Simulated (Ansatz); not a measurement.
System: CdTe, charge 0, singlet. CdTe (SMILES [Cd]=[Te]).
B3LYP-D3(BJ)/def2-TZVP minimum from Ansatz (a program for electronic structure):
```
Cd
Te 1 2.5846
```

Total energies in def2-SVP, 18 correlated electrons, 13 frozen orbitals. UHF or UKS for unpaired electrons; spin-orbit terms are left out. Cores are frozen in correlated methods (noble-gas shells, and filled d and f shells in the p block). Past Kr the def2 sets carry scalar-relativistic core potentials. Spin-orbit terms, left out, reach several kcal/mol for Br and I, and more for heavier atoms. The restricted determinant of CdTe ([Cd]=[Te], singlet) is unstable towards broken spin symmetry in at least one set run.

| method | program | energy (Eh) | minus CCSDT(Q) (mEh) |
|---|---|---|---|
| HF | Ansatz | -433.82071 | 383.21 |
| MP2 | Ansatz | -434.19230 | 11.63 |
| CCSD | Ansatz | -434.19163 | 12.30 |
| CCSD(T) | Ansatz | -434.20258 | 1.34 |
| CCSDT(Q) | Ansatz | -434.20392 | 0.00 |
